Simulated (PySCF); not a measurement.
## Effect of structural changes

Theory: PySCF 2.14.0, TDDFT LC-wPBE/def2-SVPD circular dichroism and optical rotation, one conformer, gas phase. Geometry: GFN2-xTB.

Each molecule in one low-energy conformer. The parent is CO[C@@H]([SiH3])[C@@H](C)O.

The molecule is flexible and this is one conformer; a measurement averages over conformers.

**Question.** How does the specific rotation at 589.3 nm (origin-invariant length gauge) change along this series?
- CO[C@@H]([SiH3])[C@@H](C)O (base)
- CO[C@@H]([SiH3])[C@H](C)O (diastereomer)

**Answer.** 
```
                  molecule  [α]589 (deg dm⁻¹ (g/mL)⁻¹)  S1 (eV)  R(S1), velocity form (10⁻⁴⁰ esu² cm²)
CO[C@@H]([SiH3])[C@@H](C)O                       -59.0     7.55                                   +6.5
 CO[C@@H]([SiH3])[C@H](C)O                      +103.5     7.27                                  -17.1
```
The specific rotation at 589.3 nm (origin-invariant length gauge) is lowest for CO[C@@H]([SiH3])[C@@H](C)O and highest for CO[C@@H]([SiH3])[C@H](C)O.
